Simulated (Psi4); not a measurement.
Au, doublet (core potentials on Au); B3LYP/def2-SV(P) run with Psi4.

Here is a job for Psi4.
```
memory 2 GB

molecule mol {
0 2
  Au    0.000000    0.000000    0.000000
}

set basis def2-sv(p)
set reference uks

energy('b3lyp')
print_variables()
```

Write the output that Psi4 gives for this input, abridged.


```
   => Loading Basis Set <=

    Name: DEF2-SV(P)
    Role: ORBITAL
    Keyword: BASIS

    !!!  WARNING: ECP capability is in beta. Please check occupations closely.  !!!

         ---------------------------------------------------------
                                   SCF
               by Justin Turney, Rob Parrish, Andy Simmonett
                          and Daniel G. A. Smith
                              UKS Reference
         ---------------------------------------------------------

  ==> Geometry <==

    Molecular point group: d2h
    Geometry (in Angstrom), charge = 0, multiplicity = 2:

       Center              X                  Y                   Z               Mass
    ------------   -----------------  -----------------  -----------------  -----------------
         AU           0.000000000000     0.000000000000     0.000000000000   196.966568790000

  Running in d2h symmetry.

  Rotational constants: A = ************  B = ************  C = ************ [cm^-1]
  Rotational constants: A = ************  B = ************  C = ************ [MHz]
  Nuclear repulsion =    0.000000000000000

  Charge       = 0
  Multiplicity = 2
  Electrons    = 19
  Nalpha       = 10
  Nbeta        = 9

  ==> Algorithm <==

  SCF Algorithm Type is DF.
  DIIS enabled.
  MOM disabled.
  Fractional occupation disabled.
  Guess Type is CORE.
  Energy threshold   = 1.00e-06
  Density threshold  = 1.00e-06
  Integral threshold = 1.00e-12

  ==> Primary Basis <==

  Basis Set: DEF2-SV(P)
    Blend: DEF2-SV(P)
    Number of shells: 11
    Number of basis functions: 25
    Number of Cartesian functions: 27
    Spherical Harmonics?: true
    Max angular momentum: 2

  Core potential: DEF2-SV(P)
    Number of shells: 4
    Number of ECP primitives: 14
    Number of ECP core electrons: 60
    Max angular momentum: 3

  ==> DFT Potential <==

   => LibXC <=

    Version 7.1.2
    S. Lehtola, C. Steigemann, M. J. T. Oliveira, and M. A. L. Marques,  SoftwareX 7, 1–5 (2018) (10.1016/j.softx.2017.11.002)

   => Composite Functional: B3LYP <=

    B3LYP Hyb-GGA Exchange-Correlation Functional

    P. J. Stephens, F. J. Devlin, C. F. Chabalowski, and M. J. Frisch,  J. Phys. Chem. 98, 11623 (1994) (10.1021/j100096a001)

    Deriv               =              1
    GGA                 =           TRUE
    Meta                =          FALSE

    Exchange Hybrid     =           TRUE
    MP2 Hybrid          =          FALSE

   => Exchange Functionals <=

[...]
   @S   Observed:                5.000000000E-01

    Orbital Energies [Eh]
    ---------------------

    Alpha Occupied:

[...]
       4Ag    -0.240984

    Alpha Virtual:

[...]
    Beta Occupied:

[...]
    Beta Virtual:

[...]
      10Ag   199.734431

    Final Occupation by Irrep:
             Ag   B1g   B2g   B3g    Au   B1u   B2u   B3u
    DOCC [     3,    1,    1,    1,    0,    1,    1,    1 ]
    SOCC [     1,    0,    0,    0,    0,    0,    0,    0 ]
    NA   [     4,    1,    1,    1,    0,    1,    1,    1 ]
    NB   [     3,    1,    1,    1,    0,    1,    1,    1 ]

  @DF-UKS Final Energy:  -135.75505486237969

   => Energetics <=

    Nuclear Repulsion Energy =              0.0000000000000000
    One-Electron Energy =                -238.7621958513570348
    Two-Electron Energy =                 113.5139365140525172
    DFT Exchange-Correlation Energy =     -10.5067955250751659
    Empirical Dispersion Energy =           0.0000000000000000
    VV10 Nonlocal Energy =                  0.0000000000000000
    Total Energy =                       -135.7550548623796942

  UHF NO Occupations:
  HONO-2 :    1B3g 1.9999331
  HONO-1 :    3 Ag 1.9999331
  HONO-0 :    4 Ag 1.0000000
  LUNO+0 :    5 Ag 0.0000669
  LUNO+1 :    2B3g 0.0000669
  LUNO+2 :    2B2g 0.0000669
  LUNO+3 :    6 Ag 0.0000669

Computation Completed

Properties will be evaluated at   0.000000,   0.000000,   0.000000 [a0]

Properties computed using the SCF density matrix

 Multipole Moments:

 ------------------------------------------------------------------------------------
     Multipole            Electronic (a.u.)      Nuclear  (a.u.)        Total (a.u.)
 ------------------------------------------------------------------------------------

 L = 1.  Multiply by 2.5417464519 to convert [e a0] to [Debye]
 Dipole X            :          0.0000000            0.0000000            0.0000000
 Dipole Y            :          0.0000000            0.0000000            0.0000000
 Dipole Z            :          0.0000000            0.0000000            0.0000000
 Magnitude           :                                                    0.0000000

 ------------------------------------------------------------------------------------

  Variable Map:
  ----------------------------------------------------------------------------
[...]
  Array Variable Map:
  ----------------------------------------------------------------------------
[...]
[...]
```
